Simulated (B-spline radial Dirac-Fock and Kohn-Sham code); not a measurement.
# Satellites and hypersatellites of the K lines of Eu¹⁴⁺

System: the Eu¹⁴⁺ ion, configuration 1s2 2s2 2p6 3s2 3p6 3d10 4s2 4p6 4d10 4f2 5s1.

Method: Dirac-Fock (average of configuration) total-energy differences with a finite nucleus, the Breit interaction including its frequency dependence, and self-energy and vacuum-polarisation corrections. Computed with an atomic code on a B-spline grid. Each two-hole energy is an average over J within one jj subconfiguration, not an observable level; in light atoms, where LS coupling holds, the j-resolved values are not observed lines, and for a K spectator the Kα1 hypersatellite is nearly forbidden. Correlation and solid-state effects are left out.

Lines without a spectator: Kα2 (K-L2) 40899.2 eV, Kα1 (K-L3) 41539.5 eV, Kβ3 (K-M2) 46898.1 eV, Kβ1 (K-M3) 47031.0 eV. Shifts in eV with one spectator hole (a dash: not computed, or left out as unreliable):

| spectator hole | Kα2 | Kα1 | Kβ3 | Kβ1 |
| --- | --- | --- | --- | --- |
| K (1s) | +779.4 | +820.6 | +1003.2 | +1012.6 |
| L2 (2p1/2) | +93.2 | +121.3 | – | +244.1 |
| L3 (2p3/2) | +80.2 | +84.0 | +199.8 | – |
| M2 (3p1/2) | – | +17.14 | +36.2 | +43.2 |
| M3 (3p3/2) | +10.87 | – | +33.8 | +33.7 |
| M4 (3d3/2) | +3.20 | -0.14 | – | – |
| M5 (3d5/2) | -1.25 | +1.75 | – | – |
